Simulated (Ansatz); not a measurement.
## GaH2InN−: where a starting geometry ends

The starting geometry of this gas-phase singlet was optimised with GFN2-xTB.

```xyz
5

Ga   -0.8086   -0.5341    2.5277
In    0.3317    1.9874   -0.4269
N    -0.4008    0.2470    0.9417
H    -0.5623   -0.3523    0.1247
H     0.0838    1.0498   -2.5872
```

Task: Predict what it relaxes into with B3LYP-D3(BJ)/def2-SVPD.

Result: A new bond forms, giving a structure given below by its coordinates. Contacts that close: In2–H5 (2.37 → 1.92 Å).

The energy falls by 0.41 eV over 9 steps:

```
step  E − E(last) (eV)
   1             0.410
   2             0.176
   3             0.049
   4             0.036
   5             0.016
   6             0.003
   7             0.003
   8             0.000
   9             0.000
```

Final geometry (Å):

```xyz
5

Ga   -0.6430   -0.1370    2.4506
In    0.3085    1.9693   -0.3714
N    -0.4549    0.0725    0.6489
H    -0.6691   -0.6271   -0.0625
H     0.1022    1.1201   -2.0855
```

Frequencies at the end are all real (lowest 52 cm⁻¹). Atoms past krypton carry core potentials, without spin–orbit terms. Run with Ansatz 0.2.0, 18 s on 1 thread of AMD EPYC 9R45 96-Core Processor (Zen 5), on a shared host.
